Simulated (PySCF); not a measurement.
Compound: C5H11BO3.
Z-matrix (Å and degrees, PBE0-D3(BJ)/def2-SVP geometry), rows numbered from 1:
```
C 
O   1  1.3941
C   2  1.3899  1  113.33
C   3  1.5420  2  119.52  1    72.66
C   4  1.5476  3   87.80  2   137.76
B   5  1.5748  4  119.83  3  -142.61
O   6  1.3587  5  119.53  4   -36.51
O   6  1.3680  5  122.57  4   143.08
C   3  1.5268  2  114.92  1   177.01
H   1  1.1073  2  112.23  3   -60.52
H   1  1.0990  2  107.99  3  -179.90
H   1  1.1087  2  111.91  3    60.79
H   3  1.1108  2  110.49  1   -56.69
H   4  1.1014  3  110.06  2    25.81
H   4  1.0996  3  119.01  2  -100.96
H   5  1.1055  4  109.41  3    91.06
H   7  0.9641  6  111.28  5  -179.96
H   8  0.9614  6  112.57  5    -1.09
H   9  1.1023  3  108.86  2   -29.26
H   9  1.1009  3  117.99  2    95.65
```

All values: PBE0/pcSseg-1 (PySCF, non-relativistic), on one gas-phase PBE0-D3(BJ)/def2-SVP geometry that isn't relaxed in the solvent. The solvent is an IEF-PCM continuum (cavity from Bondi-type radii × 1.2). The model holds no explicit solvent molecules, cavitation or dispersion.

Gas phase at PBE0/pcSseg-1: HOMO -7.17 eV, LUMO 1.07 eV, dipole 0.95 D.

**Question.** What does the continuum do to the energy, the frontier levels and the dipole at PBE0/pcSseg-1 in chloroform and dimethylsulfoxide?

**Answer.** 
```
          solvent      ε  E(solvent) − E(gas) (kcal/mol)  polarisation term (kcal/mol)  distortion of the solute (kcal/mol)  HOMO (eV)  LUMO (eV)  dipole (D)
       chloroform  4.711                           -6.02                         -6.43                                 0.41      -7.17       1.23        1.21
dimethylsulfoxide  46.83                           -8.50                         -9.36                                 0.86      -7.19       1.26        1.37
```

The first energy column is the sum of the next two and covers electrostatics alone. From chloroform to dimethylsulfoxide the lowering changes by a factor 1.41, Onsager's factor (ε − 1)/(2ε + 1) by 1.36 and ε itself by 9.9.

**Question.** Which Hirshfeld charges (PBE0/pcSseg-1) respond most in chloroform (means over atoms taken as equivalent)?

**Answer.** 
| atoms | environment | gas (e) | solvent (e) | change |
| --- | --- | --- | --- | --- |
| O2 | ether oxygen | -0.143 | -0.156 | -0.013 |
| O7/O8 | boron-bound oxygen | -0.261 | -0.270 | -0.009 |
| H17/H18 | hydroxyl hydrogen | +0.176 | +0.184 | +0.008 |
| H13 | methine hydrogen | +0.029 | +0.033 | +0.004 |
| H16 | methine hydrogen | +0.040 | +0.043 | +0.003 |
| H10/H11/H12 | methyl hydrogen | +0.039 | +0.042 | +0.003 |
| H15/H20 | methylene hydrogen | +0.036 | +0.038 | +0.002 |
| C3 | sp3 carbon bound to oxygen | +0.043 | +0.041 | -0.002 |

**Question.** Which Mayer bond orders change most in chloroform?

**Answer.** 
```tsv
bond	length (Å)	gas	solvent	change
O7–H17	0.964	0.926	0.916	-0.010
O8–H18	0.961	0.932	0.923	-0.009
O2–C3	1.390	0.932	0.924	-0.008
C1–O2	1.394	0.944	0.936	-0.008
B6–O8	1.368	1.223	1.229	+0.006
C3–C4	1.542	1.010	1.015	+0.005
C5–B6	1.575	0.893	0.896	+0.003
C5–C9	1.552	1.006	1.009	+0.003
```
